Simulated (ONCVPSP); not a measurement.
# Pseudopotential generation for Tb: ONCV, PBE, scalar-relativistic.

```json
{
  "Element": "terbium",
  "Generator": "ONCVPSP 4.0.1",
  "Type": "optimised norm-conserving Vanderbilt (ONCV)",
  "Functional": "PBE",
  "Relativity": "scalar-relativistic",
  "Frozen core": "[Kr] 4d10 4f8",
  "Valence charge": "11",
  "Reference configuration": "5s2 5p6 5d1 6s2",
  "Partial waves": "5s+6s: rc 1.70 bohr, ncon 3, nbas 7, qcut 5.6 1/bohr, 2 projectors; 5p: rc 2.50 bohr, ncon 3, nbas 6, qcut 5.2 1/bohr, 2 projectors, debl 3.1 Ha; 5d: rc 2.70 bohr, ncon 4, nbas 8, qcut 5 1/bohr, 3 projectors, debl 3.9 Ha",
  "Local potential": "polynomial inside 1.60 bohr (lpopt 5, dvloc0 -1 Ha)",
  "Core correction": "none"
}
```

All-electron outer shells of the reference configuration (PBE, scalar-relativistic, ld1.x):

```json
{"shell": "5s", "level (eV)": "-51.27", "outermost node (bohr)": "0.64", "outermost maximum (bohr)": "1.18"}
{"shell": "5p", "level (eV)": "-27.89", "outermost node (bohr)": "0.69", "outermost maximum (bohr)": "1.33"}
{"shell": "4f", "level (eV)": "-8.97", "outermost node (bohr)": "–", "outermost maximum (bohr)": "0.55"}
{"shell": "6s", "level (eV)": "-4.19", "outermost node (bohr)": "1.57", "outermost maximum (bohr)": "3.32"}
{"shell": "5d", "level (eV)": "-2.42", "outermost node (bohr)": "0.77", "outermost maximum (bohr)": "1.94"}
```

Problem. Estimate the cutoffs (Ha) at which the residual kinetic energy of the hardest occupied pseudo-wave falls to 1 and 0.1 mHa per electron.

Solution. 13 Ha and 20 Ha.

Problem. What does a ghost test show?

Solution. No bound ghost flagged; GHOST(+) flagged for s at 133.9 eV.

Its largest configuration-test error is +18 meV (5s2 5p6 5d1 6s0). 1 of 4 tests not solved or not reliable.
